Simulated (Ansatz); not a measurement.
Na₅, relaxed as a doublet with UKS PBE/def2-SVP in Ansatz, starting from the GFN1-xTB geometry. Force threshold 0.02 eV/Å.

Another isomer (doublet) lies 0.16 eV lower at PBE0/def2-TZVP; other spin states weren't run for this one.

Start:

```xyz
5

Na   -0.3321    1.4840    0.9891
Na    1.1779   -1.2337    0.5328
Na   -2.1590   -1.4852    1.2061
Na    2.2449    1.4365   -1.1717
Na   -0.9317   -0.2016   -1.5562
```

(1) Estimate the energy that the relaxation releases and the steps that it takes.

(2) Does the start keep its bonding?

(3) Predict the relaxed structure.

## Answers

(1) 4.2 kcal/mol, in 8 steps; 45 s on 4 threads of Arm Neoverse V2 on a shared host. No frequencies were taken in this run, so the end may be a saddle point.

(2) By distances, no bond broke or formed, bridged metal pairs apart. The bond that changes most is Na1–Na2, from 3.14 to 4.07 Å (atoms count from 1). Metal–metal contacts that move far: Na1–Na2 3.14 to 4.07 Å, Na1–Na3 3.49 to 4.04 Å.

(3) 
```xyz
5

Na   -0.495    1.982    0.894
Na    1.321   -1.637    0.437
Na   -2.225   -1.652    1.284
Na    2.327    1.513   -1.137
Na   -0.928   -0.206   -1.479
```
Bond lengths (bridged metal pairs left out): 7 × Na–Na 3.26 to 3.70 Å.
